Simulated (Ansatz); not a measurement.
Consider the formal exchange of groups at the In–C bond: `[SiH3]O[CH](S)[InH2]` + `N#CN` → `N#[C][InH2]` + `NC(S)O[SiH3]`.

Isolated molecules relaxed with PBE0-D4/def2-TZVP in Ansatz; ΔE leaves out vibrations. CCSD(T)/CBS adds triple-zeta CCSD(T) − MP2 to the extrapolated MP2 energy (def2 sets, frozen cores). This one scheme is used for every species. Functionals use def2-TZVPP. Elements past krypton have def2 core potentials. For In outer-core shells are correlated without core-valence functions, which leaves a few kJ/mol of doubt a bond. Each species was taken in one conformer, which may not be the lowest.

| species | ωB97X-V energy (Eh) |
| --- | --- |
| `[SiH3]O[CH](S)[InH2]` | -995.25174 |
| `N#CN` | -148.79823 |
| `N#[C][InH2]` | -284.14045 |
| `NC(S)O[SiH3]` | -859.93825 |

Task: Work out ΔE.

Result: ΔE = (-284.14045) + (-859.93825) − (-995.25174) − (-148.79823) = -0.02873 Eh = -18.0 kcal/mol. CCSD(T)/CBS gives -17.4 kcal/mol.

Largest T1 diagnostic among the species: 0.015.

From PBE to PBE0 (25 % exact exchange), in def2-TZVPP and without D4, ΔE moves by −2.7 kcal/mol. The D4 term adds +1.0 kcal/mol with B3LYP and +0.5 kcal/mol with PBE0; it sums over pairs of atoms, weighted by their polarisabilities, and B3LYP, whose exchange is more repulsive, gets the larger term. In def2-TZVPP, CCSD(T) changes the Hartree–Fock value by +4.9 kcal/mol (the triples alone add +0.9 kcal/mol) and MP2 by +6.1 kcal/mol.

B3LYP here is the variant with VWN-RPA as its local correlation; programs differ in this.
